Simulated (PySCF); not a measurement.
F2HS, SMILES F[SH+]F, charge +1.

Geometry: PBE-D3(BJ)/def2-TZVP. The isomer is the one that the SMILES or the coordinates give; other isomers of the formula were not compared.

Computed with PySCF with PBE-D3(BJ)/def2-TZVP.

Frequencies are harmonic and unscaled.

| mode | ν (cm⁻¹) | IR (km/mol) | moving atoms (share of kinetic energy) |
|---|---|---|---|
| 1 | 362 | 12.9 | F 80 %, S 18 % |
| 2 | 889 | 68.5 | F 65 %, S 35 % |
| 3 | 917 | 135.0 | F 55 %, S 43 % |
| 4 | 1012 | 16.1 | H 93 % |
| 5 | 1024 | 25.3 | H 86 % |
| 6 | 2391 | 17.5 | H 97 % |
